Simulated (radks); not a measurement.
Results of a calculation; reference values are marked as such.
Question: Ionisation of the aluminium ion Al+, [Ne] 3s2, to Al2+, [Ne] 3s1, under several functionals. Scalar-relativistic Kohn-Sham, spin-polarised, spherical densities, finite nucleus; open shells are filled with parallel spins first; a radial shooting solver on a logarithmic mesh with Libxc functionals. Known Delta-SCF values: RPBE 18.774 eV; exchange-only r2SCAN 17.434 eV. What does MS2 meta-GGA give, and what is its highest occupied eigenvalue?

Answer: 18.659 eV by Delta-SCF; the 3s eigenvalue is -15.040 eV. NIST: 18.829 eV (measured).
